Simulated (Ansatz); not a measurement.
The pair A = NH3 (SMILES N) (first 4 atoms), B = CH5N (SMILES CN); geometry from B3LYP-D3(BJ)/def2-TZVP.
(charge 0, multiplicity 1):
```csv
atom,x (Å),y (Å),z (Å)
N,0.3039,-0.1805,0.2000
H,0.1075,0.3243,1.0642
H,0.6198,0.4951,-0.4866
H,-0.5733,-0.5587,-0.1396
C,-0.0322,-0.6871,3.6376
N,0.1760,0.7051,3.2295
H,0.5086,-1.3397,2.9519
H,-1.0925,-0.9293,3.5515
H,0.2864,-0.9165,4.6621
H,1.1535,0.9582,3.3139
H,-0.3475,1.3393,3.8204
```

Correlated levels freeze the cores. MP2 and its Hartree–Fock in aug-cc-pVTZ are density fitted.

Run with Ansatz (Gaussian basis) for Hartree–Fock, density functionals and correlated methods. 

The counterpoise-corrected interaction energy is E(AB) − E(A in the pair's basis) − E(B in the pair's basis). Total energies (hartree):

| level | AB | A in the pair's basis | B in the pair's basis |
|---|---|---|---|
| HF/aug-cc-pVDZ | -151.4386080 | -56.2054571 | -95.2310987 |
| MP2/aug-cc-pVDZ | -151.9852492 | -56.4055441 | -95.5744315 |
| HF/aug-cc-pVTZ | -151.4775918 | -56.2200799 | -95.2554587 |
| MP2/aug-cc-pVTZ | -152.1340111 | -56.4607132 | -95.6674067 |
| CCSD(T)/aug-cc-pVDZ | -152.0456583 | -56.4260707 | -95.6145140 |

Problem. Work out the counterpoise-corrected interaction energy at the basis-set limit: extrapolate the MP2 correlation part as X⁻³, take Hartree–Fock from the larger set, and add the CCSD(T) − MP2 difference of aug-cc-pVDZ.

Solution. 
1. Differences (1 hartree = 627.509 kcal/mol): HF/aug-cc-pVDZ -1.288; MP2/aug-cc-pVDZ -3.309; HF/aug-cc-pVTZ -1.288; MP2/aug-cc-pVTZ -3.697; CCSD(T)/aug-cc-pVDZ -3.184.
2. Correlation parts, MP2 less HF: -2.022 in aug-cc-pVDZ (X = 2), -2.408 in aug-cc-pVTZ (X = 3).
3. Limit (3³·(-2.408) − 2³·(-2.022))/(3³ − 2³) = -2.571; with HF/aug-cc-pVTZ it gives -3.860.
4. CCSD(T) less MP2 in aug-cc-pVDZ: 0.126.
Result: -3.73 kcal/mol, against -3.31 at MP2/aug-cc-pVDZ. It is an estimate of this method's limit, not of the exact value.

Ansatz is a first-principles code.
